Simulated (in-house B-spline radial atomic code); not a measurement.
Values are calculated unless marked as measured or tabulated.
# Two electrons in Si: a parabolic dot with ħω = 16.4 meV in all three directions

For Si the NSM archive of the Ioffe Institute lists m_l = 0.98 m0, m_t = 0.19 m0 and ε = 11.7; the model takes one isotropic valley with the conductivity mass 3/(1/m_l + 2/m_t) = 0.26 m0, and so misses anisotropy and the other valleys. All triplets below are those of one valley; with several valleys two electrons can form a triplet in the 1s orbital itself, at an energy set by the valley splitting.

Effective-mass model with parabolic bands, a uniform dielectric constant, no image charges, no central-cell or spin-orbit terms. Two-electron levels come from full CI in B-splines with partial waves to l = 5 (up to 0.001 effective hartree above the limit).

Problem. What are the effective units, and what is the potential in them?

Solution. Ha* = 27211.386 meV × 0.26/11.7² = 51.68 meV and a* = 0.0529177 nm × 11.7/0.26 = 2.381 nm. The frequency is ω = 0.318 Ha*. The one-electron levels are 3ω/2 = 0.4770 and 5ω/2 = 0.7950 Ha*.

In these units the lowest s and p orbitals lie at 0.477000 and 0.795000, and their Coulomb and exchange integrals are J_ss = 0.449939, J_sp = 0.374949 and K_sp = 0.07499. (For a parabolic well J_ss = √(2ω/π).) Full CI gives 1.342679 for the ground singlet, 1.555812 for the sp triplet, 1.660786 for the sp singlet and 1.873825 for the lowest triplet of two s orbitals.

Problem. What does it cost to add the second electron, to first order and exactly?

Solution. To first order E = 2ε_s + J_ss = 1.403939, so the charging energy E(2) − 2E(1) is J_ss = 23.25 meV. CI gives 1.342679 − 2 × (0.477000) = 0.388678, or 20.09 meV: relaxation and correlation lower it by 3.166 meV, 13.6 % of J_ss. The s² configuration of one-electron orbitals holds 93.0 % of the state, and the mean radius is 5.31 nm.

Problem. How far above the singlet do the triplets lie?

Solution. To first order the sp triplet lies at ε_s + ε_p + J_sp − K_sp = 1.571959, which is 8.684 meV above 2ε_s + J_ss. CI gives 1.555812 − (1.342679) = 0.213134, or 11.02 meV, 67 % of the orbital spacing of 16.44 meV. The ss triplet lies 27.45 meV up, so the lower of the two is the sp one, and its gap equals k_BT at 128 K. The sp singlet-triplet splitting is 5.425 meV, against 2K_sp = 7.751 meV. The sp singlet lies ħω above the ground state (0.318107 against 0.318), as Kohn's theorem demands for a parabolic well.
